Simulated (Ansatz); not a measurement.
Species: 2,2-difluoropropan-1-ol, C3H6F2O (charge 0, singlet). 
Geometry from a B3LYP-D3(BJ)/def2-TZVP (Ansatz, a quantum-chemistry and plane-wave program) optimisation:
SMILES: OCC(F)(C)F
```xyz
12

C      1.3689    -0.7877    -0.2058
C      0.3137     0.2674    -0.0122
F      0.6652     1.4108    -0.7019
F      0.2694     0.6271     1.3138
C     -1.0886    -0.0978    -0.4704
O     -1.4516    -1.3284     0.1298
H      1.0923    -1.6840     0.3452
H      2.3218    -0.4086     0.1609
H      1.4597    -1.0320    -1.2636
H     -1.7516     0.7199    -0.1735
H     -1.0794    -0.1680    -1.5636
H     -2.4058    -1.4333     0.0783
```

Total electronic energies in hartree. Cores are frozen in the correlated levels unless marked. Spin-orbit coupling is left out. Non-relativistic. Basis-set limits of correlation are two-point, X^-3; Hartree-Fock from the larger set. [CCSD(T)-MP2]/basis is that difference in the basis named.

```
level                                                     program  energy (Eh)
-------------------------------------------------  --------------  -----------
HF/cc-pVTZ                                                 Ansatz   -390.98957
r2SCAN-D3(BJ)/def2-TZVPD                           Ansatz + dftd3   (withheld)
PBE0-D3(BJ)/def2-TZVP                              Ansatz + dftd3   -392.60412
HSE06-D4/def2-TZVPD                                Ansatz + dftd4   -392.58836
CAM-B3LYP-D4/def2-TZVPD                            Ansatz + dftd4   (withheld)
PBE-QIDH/def2-TZVPD                                        Ansatz   (withheld)
CCSD/6-31G*                                                Ansatz   -391.77812
CCSD(T)/cc-pVTZ                                            Ansatz   -392.31665
RI-MP2/CBS(cc-pVTZ,cc-pVQZ)+[CCSD(T)-MP2]/cc-pVTZ          Ansatz    -392.5189
```

**Question.** Some entries are withheld; supply them.

**Answer.** 
- r2SCAN-D3(BJ)/def2-TZVPD, energy (Eh): -392.82541
- CAM-B3LYP-D4/def2-TZVPD, energy (Eh): -392.88882
- PBE-QIDH/def2-TZVPD, energy (Eh): -392.54831
